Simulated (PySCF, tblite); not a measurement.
C₆H₉BSi.
Structure used (GFN2-xTB), in Å, numbered top down from 1:
```
atom  x, y, z in Å
C1     4.3314    1.5185    0.0895
C2     3.6984    0.4975    0.1249
Si3    2.7398   -1.0861    0.1829
C4     0.9435   -0.6541    0.2427
C5    -0.2399   -0.3831    0.2833
B6    -1.7044   -0.0321    0.3443
C7    -2.7791   -1.1835    0.2274
C8    -2.1332    1.4776    0.5109
H9     4.8806    2.4158    0.0588
H10    3.0993   -1.8198    1.4038
H11    3.0153   -1.8549   -1.0381
H12   -3.7922   -0.8173    0.0797
H13   -2.5472   -1.8814   -0.5756
H14   -2.7789   -1.7732    1.1449
H15   -1.3790    2.0925    0.9967
H16   -2.2885    1.9008   -0.4827
H17   -3.0731    1.5947    1.0462
```

Jobs on this species (17 atoms, 64 electrons) with PySCF (density fitting) and tblite. Hardware of each: one thread, Intel Xeon Platinum 8488C (x86_64), shared host. Times come from a shared host and carry two figures at best.

```
level and settings                                                               work  basis functions  SCF cycles  wall time
     PBE0/pcSseg-1                            shieldings, charges and field gradients              188           ?          ?
 wB97X-D/def2-SVPD  8 singlets by full TDDFT, 3 Tamm–Dancoff triplets, polarisability              236          14       51 s
          GFN2-xTB                                      Hessian by finite differences                –           –     0.69 s
```

**Question.** Fill in the missing figures.

**Answer.** 
- PBE0/pcSseg-1; shieldings, charges and field gradients: 29 s, 14 SCF cycles

**Question.** What do all jobs in the table cost together?

**Answer.** About 81 s; the longest takes about 63 % of that, and about 74 times as long as the shortest.
